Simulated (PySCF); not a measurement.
C8H8O, SMILES Cc1cccc(C=O)c1 (GFN2-xTB optimised geometry):

```
17

C     -2.028    -1.894    -0.012
C     -1.252    -0.613     0.000
C     -1.915     0.612    -0.001
C     -1.213     1.806    -0.001
C      0.169     1.799     0.000
C      0.851     0.583     0.000
C      2.317     0.552     0.002
O      2.996    -0.444     0.003
C      0.133    -0.613     0.000
H     -1.379    -2.743     0.181
H     -2.815    -1.872     0.739
H     -2.500    -2.035    -0.985
H     -2.996     0.627     0.000
H     -1.749     2.743     0.000
H      0.723     2.726     0.000
H      2.784     1.558    -0.001
H      0.688    -1.540     0.001
```

Level of theory: PySCF 2.14.0 with CAM-B3LYP/def2-SVP.

### Question
What are the frontier orbital energies and the dipole moment?

### Answer
HOMO-2 -8.78 eV, HOMO-1 -8.76 eV, HOMO -8.56 eV, LUMO -0.54 eV, LUMO+1 0.89 eV; dipole moment 3.25 D.

Meta-Löwdin charges at CAM-B3LYP/def2-SVP: C1 -0.29, C2 0.03, C3 -0.10, C4 -0.10, C5 -0.10, C6 -0.04, C7 0.27, O8 -0.38, C9 -0.09, H10 0.10, H11 0.11, H12 0.11, H13 0.10, H14 0.11, H15 0.10, H16 0.06, H17 0.11.
